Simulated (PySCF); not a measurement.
F5Te, SMILES F[Te](F)(F)(F)F, multiplicity 2. Coordinates come from a B3LYP-D3(BJ)/def2-SVP optimisation. The isomer is the one that the SMILES or the coordinates give; other isomers of the formula were not compared. The def2 effective core potentials stand for the cores of Te; spin–orbit coupling is left out.

Computed equilibrium geometry at B3LYP-D3(BJ)/def2-SVP (PySCF confirms it by a frequency run) as Cartesian coordinates in Å, and its point group:
point group C4v.
```xyz
6

F      1.3730    -1.3730     0.1894
Te     0.0000     0.0000     0.1661
F      1.3730     1.3730     0.1894
F     -1.3730    -1.3730     0.1894
F      0.0000     0.0000    -1.7175
F     -1.3730     1.3730     0.1894
```
Charge 0, spin multiplicity 2.
